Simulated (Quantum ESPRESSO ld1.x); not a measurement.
Zn, configuration [Ar] 3d10 4s1 7d1 (not the ground configuration).

All-electron calculation, scalar-relativistic Kohn-Sham, revPBE, spin-unpolarised, spherical densities, point nucleus. Program: ld1.x of Quantum ESPRESSO 7.5.

Energy parts (eV):
| part | energy |
|---|---|
| total | -48867.1 |
| kinetic | 49645.8 |
| electron-nucleus | -117503.1 |
| Hartree | 20935.3 |
| exchange-correlation | -1945.2 |

Orbitals (lengths in bohr, moments of r in powers of bohr; r(90%) holds 90 % of the orbital's charge):
| orbital | occ. | eigenvalue (eV) | <r> | r(90%) |
|---|---|---|---|---|
| 1s | 2 | -9535.24 | 0.05030 | 0.0899 |
| 2s | 2 | -1167.03 | 0.2261 | 0.350 |
| 2p | 6 | -1012.53 | 0.1983 | 0.324 |
| 3s | 2 | -138.031 | 0.6813 | 1.02 |
| 3p | 6 | -92.1593 | 0.7137 | 1.10 |
| 3d | 10 | -18.7900 | 0.8963 | 1.57 |
| 4s | 1 | -12.9850 | 2.412 | 3.65 |
| 7d | 1 | -0.3388 | 42.90 | 57.2 |

The highest occupied level is 7d at -0.339 eV. Summed over all electrons, <r^2> = 2076 bohr^2, which gives a Langevin (diamagnetic) susceptibility term of -1.64e+03 x 10^-6 cm^3/mol.
